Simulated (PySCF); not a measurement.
AgCl, SMILES [Cl][Ag], multiplicity 1.

Geometry optimised at PBE0-D3(BJ)/def2-TZVPD. The spin state was assumed, not searched. The def2 effective core potentials stand for the cores of Ag; spin–orbit coupling is left out.

Two levels are set side by side: TDA-PBE/def2-TZVPD (PySCF) and TDA-ωB97X/def2-TZVPD (PySCF). Vertical, same geometry. The lowest singlet is HOMO→LUMO 100 % with PBE and HOMO−1→LUMO 88 % with the other functional; states are paired by order. Differences are taken from unrounded values.

```tsv
quantity	TDA-ωB97X
lowest singlet excitation (eV)	3.77
lowest triplet excitation (TDA) (eV)	3.32
```

Task: What does TDA-PBE give, and how far is it from TDA-ωB97X? (The exact figures need the calculation; the answer reports its results.)

Result: 
| quantity | TDA-PBE | TDA-PBE minus TDA-ωB97X |
|---|---|---|
| lowest singlet excitation (eV) | 2.43 | -1.35 |
| lowest triplet excitation (TDA) (eV) | 2.11 | -1.21 |

Functionals without exact exchange tend to place singlet excitations lower, as here. Differences between two approximate levels are no errors against the true value.

Rough cost on one machine, each run with all the roots and properties that it gave: TDA-ωB97X against TDA-PBE about 4 times.
